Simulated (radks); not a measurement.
The numbers below are computed, except where a source is named.
Valence configurations of the thulium ion Tm2+ (all share [Xe]). Level of theory: Dirac Kohn-Sham, PBE, spin-unpolarised, spherical densities, point nucleus; open shells fill j = l - 1/2 first (a radial shooting solver on a logarithmic mesh with Libxc functionals). Energies are relative to 4f13; eigenvalues in eV.

\begin{tabular}{lrrrrrr}
valence & E (eV) & e(4f5/2) & e(4f7/2) & e(5d3/2) & e(6p1/2) & e(6s1/2) \\ \hline
4f13 & 0.000 & -18.171 & -16.973 & - & - & - \\
4f12.5 6s0.5 & 1.714 & -22.490 & -21.256 & - & - & -16.160 \\
4f12.5 6p0.5 & 3.872 & -23.064 & -21.830 & - & -12.181 & - \\
4f12 6s1 & 5.169 & -27.227 & -25.957 & - & - & -17.177 \\
4f12 5d1 & 5.542 & -24.504 & -23.237 & -15.310 & - & - \\
4f12 6p1 & 9.728 & -28.356 & -27.086 & - & -13.245 & - \\
4f11 5d2 & 16.136 & -31.654 & -30.316 & -16.928 & - & - \\
4f11 6s2 & 18.038 & -37.724 & -36.381 & - & - & -19.200 \\
4f11 6p2 & 28.204 & -39.878 & -38.534 & - & -15.194 & - \\
\end{tabular}

NIST lists [Xe] 4f13 as the ground configuration; this level of theory agrees among the configurations tried. The energies are those of spherical spin-averaged densities, not of single terms.
